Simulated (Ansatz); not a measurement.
# One elementary step

Start structure (BH₃SeOF₂, singlet), relaxed at PBE0-D4/def2-TZVP:

```xyz
8
angstrom
B -0.4748 -0.5605 -0.9206
O 0.1093 0.2726 -1.8033
F 0.1959 -1.6116 -0.4847
F -1.7393 -0.4199 -0.5377
H 1.7923 0.3271 1.4927
Se 0.5573 1.0632 1.7830
H -0.4548 1.0063 -2.0576
H 0.0141 -0.0773 2.5284
```

The step: BHOF₂ ([OH][B]([F])[F]) + H₂Se → BHSeF₂ ([F][B]([F])[SeH]) + H₂O (still joined by a long B–O bond); bonds formed: B1–Se6, O2–H5; bonds broken: H5–Se6; bonds weakened to dative contacts: B1–O2. Computed with Ansatz 0.2.0 (basis: def2-TZVPP and def2-QZVPP); correlated methods freeze the cores. Filled d shells of the heavier atoms are correlated. The def2 sets are not built for correlating such inner shells, so the correlated values are less sure here. Extrapolation: Hartree–Fock as exp(−7.88 √X), correlation as X^−2.97. Energies below are by CCSD(T) at an estimated basis limit (MP2 extrapolated from triple and quadruple zeta, plus CCSD(T) − MP2 in triple zeta).

(1) What are the electronic barrier and the energy of the step, from the start structure to the end structure? (An estimate is asked for; the value comes from the calculation.)

T1 diagnostic: at most 0.012.

## Answers

(1) The calculation gives: Barrier 31.10 kcal/mol; step energy 15.85 kcal/mol (uphill); reverse barrier, their difference, 15.25 kcal/mol. Barrier and step energy count from the start structure, the reverse barrier from the end structure.

The saddle point: One imaginary mode of 1140i cm⁻¹.
```
  pair  start (Å)  saddle (Å)  end (Å)
B1–Se6       3.32        2.30     2.04
 O2–H5       3.70        1.28     0.97
 B1–O2       1.35        1.50     1.74
H5–Se6       1.47        1.72     2.63
```

Zero-point energy (harmonic, PBE0-D4): ZPE is 24.84 kcal/mol at the start and 24.06 kcal/mol at the saddle, so the barrier goes from 31.10 to 30.33 kcal/mol.

Labels in which every atom is bracketed show which atoms are joined, not bond orders.

For scale, one of the runs: CCSD(T)/def2-TZVPP, 214 basis functions, launched by `ansatz run in.yaml --threads 8 --pin off --events-out ev --progress --plain --max-ram 19148MiB`. Hardware: 8 CPU threads of an Arm Neoverse V1, shared host. Wall time 91 s; peak host memory 3.6 GiB.
